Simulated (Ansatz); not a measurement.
Pd₂Au⁺. Total charge 1; singlet. Geometry PBE-D4/def2-TZVP.

```xyz
3

Pd   -0.732    0.578   -1.089
Pd   -0.678   -0.985    0.791
Au    1.410    0.407    0.298
```

In the def2 sets Au, Pd take a core potential; there is no spin–orbit coupling. LC-ωPBE has ω = 0.4 bohr⁻¹. The restricted singlet is unstable towards broken spin symmetry at other levels; at LDA (SPW92)/def2-TZVP, PBE-D4/def2-SVP, PBE0-D4/def2-SVP, CAM-B3LYP-D4/def2-TZVP and others this wasn't settled. At LDA (SPW92)/def2-TZVP, PBE-D4/def2-SVP an occupied level of the charge 1 singlet lies above an empty one (by up to 0.26 eV), so this SCF solution is probably not the lowest. The geometry of the singlet was relaxed on an unsound state (an occupied level 0.21 eV above an empty one). At PBE0-D4/def2-TZVP a triplet of charge 1 lies 0.61 eV below the restricted singlet, each at its own geometry. The structure comes from a short search, and lower isomers may exist.

Problem. Estimate the orbital energies around the gap (eV) in Ansatz with LDA (SPW92)/def2-TZVP, PBE-D4/def2-SVP, PBE0-D4/def2-SVP, CAM-B3LYP-D4/def2-TZVP, LC-ωPBE/def2-TZVP.

Solution. 
```csv
orbital,LDA (SPW92)/def2-TZVP,PBE-D4/def2-SVP,PBE0-D4/def2-SVP,CAM-B3LYP-D4/def2-TZVP,LC-ωPBE/def2-TZVP
HOMO−13,-14.62,-14.31,-15.37,-16.60,-17.77
HOMO−12,-14.48,-14.13,-15.22,-16.58,-17.75
HOMO−11,-13.94,-13.67,-14.99,-16.16,-17.23
HOMO−10,-13.51,-13.22,-14.57,-15.87,-16.96
HOMO−9,-13.28,-13.03,-14.45,-15.78,-16.83
HOMO−8,-12.90,-12.66,-14.36,-15.75,-16.80
HOMO−7,-12.68,-12.45,-13.96,-15.26,-16.25
HOMO−6,-12.45,-12.15,-13.60,-15.02,-15.80
HOMO−5,-12.05,-11.85,-13.34,-14.63,-15.69
HOMO−4,-11.86,-11.61,-13.18,-14.54,-15.56
HOMO−3,-11.71,-11.47,-13.14,-14.53,-15.51
HOMO−2,-11.63,-11.35,-13.03,-14.43,-15.30
HOMO−1,-11.57,-11.34,-12.83,-14.20,-15.10
HOMO,-11.50,-11.25,-12.36,-13.45,-14.36
LUMO,-11.76,-11.45,-10.52,-9.37,-7.95
LUMO+1,-9.23,-8.81,-7.77,-6.90,-5.40
LUMO+2,-8.33,-7.95,-6.99,-6.20,-4.70
LUMO+3,-6.22,-5.79,-5.10,-4.54,-3.43
LUMO+4,-5.58,-5.07,-4.28,-3.76,-2.64
LUMO+5,-5.18,-4.71,-3.93,-3.35,-2.12
```
